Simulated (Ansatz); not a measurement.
Consider the ligand exchange at a Ge–S bond: `N[SiH2][S][GeH3]` + `N[SiH2][SiH3]` → `[SiH3][SiH2][NH][GeH3]` + `N[SiH2]S`.

Calculated with Ansatz (gas phase, PBE0-D4/def2-TZVP geometries, no zero-point term in ΔE). CCSD(T)/CBS adds triple-zeta CCSD(T) − MP2 to the extrapolated MP2 energy (def2 sets, frozen cores). This one scheme is used for every species. DFT in def2-TZVPP. For Ge outer-core shells are correlated without core-valence functions, which leaves a few kJ/mol of doubt a bond. Scalar relativity is left out up to krypton. Each species was taken in one conformer, which may not be the lowest.

| level | ΔE (kcal/mol) |
| --- | --- |
| PBE0 | 11.6 |
| BHLYP | 9.7 |
| HF/def2-QZVPP | 8.6 |
| MP2/def2-QZVPP | 10.5 |

Task: What does CCSD(T)/CBS give? (An estimate is asked.)

Result: Computed: +10.1 kcal/mol. The listed levels differ from it by 1.5, -0.4, -1.5, 0.4 kcal/mol.

Largest T1 diagnostic among the species: 0.012.

Leaving LDA and LC-ωPBE aside and taking each functional with its dispersion term where it has one, the values, not all of them listed here, spread over 2.5 kcal/mol, from CAM-B3LYP-D4 to PBE-D4. At CCSD(T), def2-SVP lies −2.5 kcal/mol from the extrapolated value and def2-TZVPP −0.9 kcal/mol.
